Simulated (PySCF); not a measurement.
**A series of derivatives of tetrahydroborate**

Parent skeleton `[BH4-:1]`; one hydrogen on atom 1 is replaced by X. Hydrogens on one atom are averaged.

PySCF 2.14.0 with density-fitted response routines calculation with PBE0-D3(BJ)/def2-SVP structure and shielding tensors at PBE0/pcSseg-1 (GIAO); rapidly exchanging positions averaged, in vacuum, non-relativistic, one conformer.

δ = σ(ref) − σ, references computed at the same level: BF3·OEt2 for ¹¹B (100.73 ppm); TMS for ¹H (31.27 ppm).

Parent (X = H): B1 -51.0, H(B1) -0.26 ppm. Effects are Δδ = δ(X) − δ(H), positive for deshielding.

(1) Give Δδ (ppm) for X = PH2, NHSiH3, CH2CF3, BCl2, B(OH)2, allyl.

(2) Which position responds most, and to which substituents?

Results:

(1) 
```csv
X,SMILES,B1,H(B1)
PH2,[BH3-]P,+7.8,+1.06
NHSiH3,[BH3-]N[SiH3],+25.9,+2.43
CH2CF3,[BH3-]CC(F)(F)F,+10.8,+0.92
BCl2,[BH3-]B(Cl)Cl,+9.3,+0.77
B(OH)2,[BH3-]B(O)O,-2.6,-0.30
allyl,[BH3-]CC=C,+17.2,+1.08
```

(2) B1: from -2.6 ppm with B(OH)2 to +25.9 ppm with NHSiH3.
